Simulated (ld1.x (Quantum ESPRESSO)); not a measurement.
## Before and after: PAW potential for Ni

- Element: Ni (Z = 28)
- Generator: ld1.x (Quantum ESPRESSO) 7.5
- Type: PAW
- Functional: LDA (PZ)
- Relativity: scalar-relativistic
- Frozen core: [Ne]
- Valence charge: 18
- Reference configuration: 3s2 3p6 3d8 4s1 4p0 (charge +1)
- Partial waves: 3s (bound): rcut 1.10, rcutus 1.20 bohr; 4s (bound): rcut 1.10, rcutus 1.20 bohr; 3p (bound): rcut 1.35, rcutus 1.70 bohr; 4p (bound, empty): rcut 1.35, rcutus 1.70 bohr; 3d (bound): rcut 1.40, rcutus 1.50 bohr; 3d channel at 2.15 Ry: rcut 1.40, rcutus 1.50 bohr
- Local potential: all-electron potential smoothed inside 1.10 bohr (lloc = -1)
- Core correction: Bessel-smoothed model core inside 0.75 bohr
- Augmentation charge: BESSEL, radius 0.90 bohr

Change: wave 3d channel at 2.15 Ry: rcut 1.40, rcutus 1.50 bohr becomes 3d channel at 6.55 Ry: rcut 1.40, rcutus 1.50 bohr.

Cutoffs: the cutoffs (Ry, on a coarse ladder) from which the occupation-weighted sum of valence levels, in a spherical-Bessel basis at the reference potential, stays within 10 and 1 mRy of its value at 400 Ry; they do not see the model core or the augmentation charge, which bear on the density cutoff. Errors are all-electron minus pseudo energies relative to the spin-unpolarised reference configuration.

Problem. How do hardness, ghosts and transferability respond?

Solution. The potential gets neither clearly harder nor softer (60 Ry and 90 Ry → 60 Ry and 90 Ry); of the 9 tests that both files solve, the error grows in 0 and shrinks in 5 by more than 15 % and 0.3 meV (median size 5.0 → 1.0 meV); neither file shows a bound ghost.

```tsv
quantity	base	changed
cutoff, loose	60 Ry	60 Ry
cutoff, tight	90 Ry	90 Ry
bound ghosts	none	none
error for 3s2 3p6 3d8 4s2 4p0, meV [ΔE -9.60 eV]	+0.6	+0.6
error for 3s2 3p6 3d8 4s0 4p0, meV [ΔE 17.66 eV]	-2.1	-1.8
error for 3s2 3p6 3d7 4s0 4p0, meV [ΔE 55.46 eV]	-5.0	+1.9
error for 3s2 3p6 3d7 4s2 4p1, meV [ΔE 1.05 eV]	-7.5	+0.7
error for 3s2 3p6 3d7 4s2 4p0, meV [ΔE 6.81 eV]	-7.5	+0.4
error for 3s2 3p5 3d8 4s2 4p0, meV [ΔE 69.82 eV]	-45	-31
error for 3s2 3p6 3d6 4s0 4p0, meV [ΔE 113.32 eV]	-52	-4.1
error for 3s2 3p6 3d8 4s1 4p0 (spin-polarised), meV [ΔE -1.37 eV]	-1.1	-1.0
error for 3s2 3p6 3d8 4s2 4p0 (spin-polarised), meV [ΔE -10.51 eV]	-0.7	-0.6
s: phases at 1.84 bohr within 0.05 rad from the reference energy up to (Ry; the scan ends near 5)	to the end of the scan	to the end of the scan
p: phases at 1.84 bohr within 0.05 rad from the reference energy up to (Ry; the scan ends near 5)	to the end of the scan	to the end of the scan
d: phases at 1.84 bohr within 0.05 rad from the reference energy up to (Ry; the scan ends near 5)	to the end of the scan	to the end of the scan
lowest overlap eigenvalue by channel	s 0.05, p 0.74, d 0.85	s 0.05, p 0.74, d 0.82
```
